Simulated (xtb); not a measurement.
F5Ta, triplet, at a GFN2-xTB geometry (such geometries of metal compounds can be far from the true shape) (the multiplicity is a formal guess); GFN2-xTB run with xtb.

xtb was given this input:
```
$ xtb mol.xyz --gfn 2 --uhf 2 --acc 30 --json

# file mol.xyz
6

Ta     0.14928077     0.14534800    -0.05802222
F      1.29439742    -0.62143800     1.14292204
F     -1.06086421     0.84881883    -1.23369136
F     -0.48460091     1.24980668     1.25342167
F      0.71813412    -1.02242585    -1.34419099
F     -1.67789932    -1.63369544     0.65216329
```

It wrote (shortened):

```
   ID    Z sym.   atoms
    1   73 Ta     1
    2    9 F      2-6

           -------------------------------------------------
          |                Calculation Setup                |
           -------------------------------------------------

molecular fragmentation (1/2 indicates fragments):
111112
# atoms in fragment 1/2:     5     1
 fragment masses (1/2) :      256.94       19.00
CMA distance (Bohr)    :   4.976
constraining FC (au)   :  0.0500

           -------------------------------------------------
          |                 G F N 2 - x T B                 |
           -------------------------------------------------

          ...................................................
          :                      SETUP                      :
          :.................................................:
          :  # basis functions                  30          :
          :  # atomic orbitals                  29          :
          :  # shells                           13          :
          :  # electrons                        40          :
          :  max. iterations                   250          :
          :  Hamiltonian                  GFN2-xTB          :
          :  restarted?                      false          :
          :  GBSA solvation                  false          :
          :  PC potential                    false          :
          :  electronic temp.          300.0000000     K    :
          :  accuracy                   30.0000000          :
          :  -> integral cutoff          0.2000000E+02      :
          :  -> integral neglect         0.3000000E-06      :
          :  -> SCF convergence          0.3000000E-04 Eh   :
          :  -> wf. convergence          0.3000000E-02 e    :
          :  Broyden damping             0.4000000          :
          :  net charge                          0          :
          :  unpaired electrons                  2          :
          ...................................................

 iter      E             dE          RMSdq      gap      omega  full diag
   1    -25.5588303 -0.255588E+02  0.145E+01    2.18       0.0  T
   2    -25.6959753 -0.137145E+00  0.583E+00    2.42       1.0  T
   3    -25.7717368 -0.757615E-01  0.554E+00    2.37       1.0  T
   4    -25.7241119  0.476249E-01  0.325E+00    2.44       1.0  T
   5    -25.7303418 -0.622985E-02  0.513E+00    2.28       1.0  T
   6    -25.7672395 -0.368977E-01  0.264E+00    2.37       1.0  T
   7    -25.7847813 -0.175418E-01  0.226E+00    2.42       1.0  T
   8    -25.7843850  0.396281E-03  0.237E+00    2.41       1.0  T
   9    -25.7227787  0.616063E-01  0.320E+00    2.48       1.0  T
  10    -25.7832732 -0.604945E-01  0.205E+00    2.43       1.0  T
  11    -25.8178000 -0.345268E-01  0.834E-01    2.45       1.0  T
  12    -25.7263120  0.914880E-01  0.305E+00    2.47       1.0  T
  13    -25.7826110 -0.562989E-01  0.204E+00    2.43       1.0  T
  14    -25.8168095 -0.341985E-01  0.810E-01    2.46       1.0  T
  15    -25.7534382  0.633713E-01  0.255E+00    2.47       1.0  T
  16    -25.7857287 -0.322905E-01  0.189E+00    2.44       1.0  T
  17    -25.8202873 -0.345587E-01  0.600E-01    2.46       1.0  T
  18    -25.7826472  0.376401E-01  0.194E+00    2.46       1.0  T
  19    -25.7959404 -0.132932E-01  0.157E+00    2.45       1.0  T
  20    -25.8060941 -0.101537E-01  0.125E+00    2.46       1.0  T
  21    -25.8188751 -0.127810E-01  0.697E-01    2.46       1.0  T
  22    -25.8099168  0.895830E-02  0.114E+00    2.46       1.0  T
  23    -25.8215362 -0.116194E-01  0.494E-01    2.46       1.0  T
  24    -25.8178421  0.369411E-02  0.746E-01    2.46       1.0  T
  25    -25.8214325 -0.359036E-02  0.493E-01    2.46       1.0  T
  26    -25.8209208  0.511668E-03  0.546E-01    2.46       1.0  T
  27    -25.8234166 -0.249578E-02  0.270E-01    2.46       1.0  T
  28    -25.8242549 -0.838293E-03  0.189E-02    2.46       2.2  T
[...]
         :: total energy             -25.802857208406 Eh    ::
[...]
         1        2.0000           -0.8965420             -24.3961
       ...           ...                  ...                  ...
         9        2.0000           -0.5547646             -15.0959
        10        2.0000           -0.5547643             -15.0959
        11        2.0000           -0.5543847             -15.0856
        12        2.0000           -0.5543845             -15.0856
        13        1.9999           -0.5511670             -14.9980
        14        1.9984           -0.5483186             -14.9205
        15        1.9965           -0.5475595             -14.8999
        16        1.9965           -0.5475594             -14.8998
        17        1.9812           -0.5459452             -14.8559
        18        1.6880           -0.5429397             -14.7741
        19        1.6697           -0.5428601             -14.7720
        20        1.6697           -0.5428601             -14.7720
        21        1.0000           -0.4262083             -11.5977 (HOMO)
        22                         -0.3357895              -9.1373 (LUMO)
        23                         -0.3357895              -9.1373
        24                         -0.2912554              -7.9255
        25                          0.1664091               4.5282
        26                          0.2749502               7.4818
        27                          0.3584399               9.7536
        28                          0.5859145              15.9435
        29                          0.5859145              15.9435
      -------------------------------------------------------------
                  HL-Gap            0.0904188 Eh            2.4604 eV
             Fermi-level           -0.4615937 Eh          -12.5606 eV

     #   Z          covCN         q      C6AA      α(0)
     1  73 Ta       2.918     1.484   240.429    33.820
     2   9 F        0.660    -0.337    12.776     4.219
     3   9 F        0.660    -0.337    12.776     4.219
     4   9 F        0.660    -0.337    12.776     4.219
     5   9 F        0.660    -0.337    12.776     4.219
     6   9 F        0.280    -0.136    10.922     3.859

 Mol. C6AA /au·bohr⁶  :       1037.319648
 Mol. C8AA /au·bohr⁸  :      75018.779460
 Mol. α(0) /au        :         54.554101

Wiberg/Mayer (AO) data.
largest (>0.10) Wiberg bond orders for each atom

 ---------------------------------------------------------------------------
     #   Z sym  total        # sym  WBO       # sym  WBO       # sym  WBO
 ---------------------------------------------------------------------------
     1  73 Ta   3.980 --     4 F    0.896     5 F    0.896     2 F    0.896
                             3 F    0.896     6 F    0.397
     2   9 F    1.030 --     1 Ta   0.896
     3   9 F    1.030 --     1 Ta   0.896
     4   9 F    1.030 --     1 Ta   0.896
     5   9 F    1.030 --     1 Ta   0.896
     6   9 F    0.468 --     1 Ta   0.397
 ---------------------------------------------------------------------------

Topologies differ in total number of bonds
Writing topology from bond orders to xtbtopo.mol

molecular dipole:
                 x           y           z       tot (Debye)
 q only:        0.552       0.537      -0.214
   full:        0.561       0.547      -0.218       2.067
molecular quadrupole (traceless):
                xx          xy          yy          xz          yz          zz
 q only:        1.134       3.677       0.938      -1.468      -1.429      -2.072
  q+dip:        1.087       3.523       0.899      -1.407      -1.369      -1.985
   full:        0.642       2.081       0.531      -0.831      -0.809      -1.172

           -------------------------------------------------
          | TOTAL ENERGY              -25.802857208406 Eh   |
          | GRADIENT NORM               0.000026301821 Eh/α |
          | HOMO-LUMO GAP               2.460419512568 eV   |
           -------------------------------------------------

normal termination of xtb
```
